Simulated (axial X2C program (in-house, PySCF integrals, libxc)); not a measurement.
# Potential curves of SeF⁺, 2c

All values were computed with an in-house all-electron X2C program for linear molecules (integrals from PySCF). Two-component (2c) means X2C with spin–orbit coupling and atomic mean-field two-electron Coulomb and Gaunt terms. Basis: Se dyall-v3z [8s9p6d1f], F dyall-v3z [6s5p2d1f] (cores contracted in-house); Gaussian nuclei, density fitting, unrestricted open shells. Masses: Se 79.917 u, F 18.998 u.

State: Ω = 1 (⟨Sz⟩ = 1.00, ⟨Lz⟩ = 0.00 at B3LYP). Energies in eV from the fragments at the same level (Se+ + F). Fits are polynomials in 1 − R0/R over 0.85 to 1.23 times the lowest point R0.

| R (Å) | B3LYP | TPSS | PBE0 |
| --- | --- | --- | --- |
| 1.4494 | -1.9983 | -2.1496 | -2.0115 |
| 1.5161 | -2.8288 | -3.0038 | -2.8008 |
| 1.5660 | -3.1906 | -3.3832 | -3.1329 |
| 1.6160 | -3.3872 | -3.5969 | -3.3007 |
| 1.6660 | -3.4565 | -3.6828 | -3.3423 |
| 1.7243 | -3.4166 | -3.6615 | -3.2715 |
| 1.7826 | -3.2818 | -3.5443 | -3.1075 |
| 1.8576 | -3.0129 | -3.2970 | -2.8041 |
| 1.9492 | -2.5964 | -2.9048 | -2.3508 |
| 2.0825 | -1.9195 | -2.2577 | -1.6395 |

Occupations by symmetry block were frozen at the best pattern of an incomplete PBE0 search. Dissociation energies refer to the lowest single-determinant-based atoms at the same level and basis. Density functionals use the spin component along the axis (collinear). The 2c atoms are single determinants rather than J levels; their spin–orbit lowering is only partly caught, and De is too large by that part. This holds for B3LYP, TPSS, PBE0. Without a current term, density functionals place determinants with orbital angular momentum somewhat too high. With several unpaired electrons one determinant need not be a pure state. Open-shell Ω = 0 determinants with evenly filled partner blocks cannot be reached by this program, so the Ω shown need not be the lowest component. This is the Ω = 1 component of a π² triplet; the 0⁺ component is not one determinant and can lie lowest.

Problem. What are Re, ωe and De at the B3LYP level?

Solution. At B3LYP, 2c: Re = 1.675 Å, ωe ≈ 807 cm⁻¹, De = 3.46 eV to Se+ + F; Be follows as 0.392 cm⁻¹.

Problem. Fit the TPSS curve near its minimum: give the equilibrium distance, the harmonic wavenumber and the well depth.

Solution. At TPSS, 2c: Re = 1.684 Å, ωe ≈ 790 cm⁻¹, De = 3.69 eV to Se+ + F; Be follows as 0.387 cm⁻¹.

Problem. Fit the PBE0 curve near its minimum: give the equilibrium distance, the harmonic wavenumber and the well depth.

Solution. At PBE0, 2c: Re = 1.660 Å, ωe ≈ 835 cm⁻¹, De = 3.34 eV to Se+ + F; Be follows as 0.398 cm⁻¹.
